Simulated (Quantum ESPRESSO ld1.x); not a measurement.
The numbers below are computed, except where a source is named.
All-electron atom: Zn III in [Ne] 3s(up 1, down 0) 3p6 3d10 4s1 (not the ground configuration).

Level of theory: scalar-relativistic Kohn-Sham, LDA (Slater exchange, Perdew-Wang correlation), spin-polarised, spherical densities, point nucleus; open shells are filled with parallel spins first (ld1.x of Quantum ESPRESSO 7.5).

Energy parts (hartree):
| part | energy |
|---|---|
| total | -1787.5233 |
| kinetic | 1815.2193 |
| electron-nucleus | -4281.3761 |
| Hartree | 746.3511 |
| exchange-correlation | -67.7176 |

Orbitals (lengths in bohr, moments of r in powers of bohr; r(max) is where P^2 peaks):
orbital  occ.  eigenvalue (hartree)   r(max)
1s up       1             -350.6838  0.03296
1s down     1             -350.6502  0.03296
2s up       1              -43.6628   0.1895
2s down     1              -43.6342   0.1895
2p up       3              -38.0609   0.1520
2p down     3              -38.0329   0.1520
3s up       1               -5.8674   0.5872
3s down     0               -5.8044   0.5876
3p up       3               -4.1915   0.5898
3p down     3               -4.1314   0.5903
3d up       5               -1.4690   0.5556
3d down     5               -1.4152   0.5561
4s up       1               -0.9726    1.819
4s down     0               -0.9221    1.815

The highest occupied level is 4s up at -26.466 eV. The configuration is held as typed, so some empty levels lie below it. Summed over all electrons, <r^2> = 18.24 bohr^2, which gives a Langevin (diamagnetic) susceptibility term of -14.5 x 10^-6 cm^3/mol.
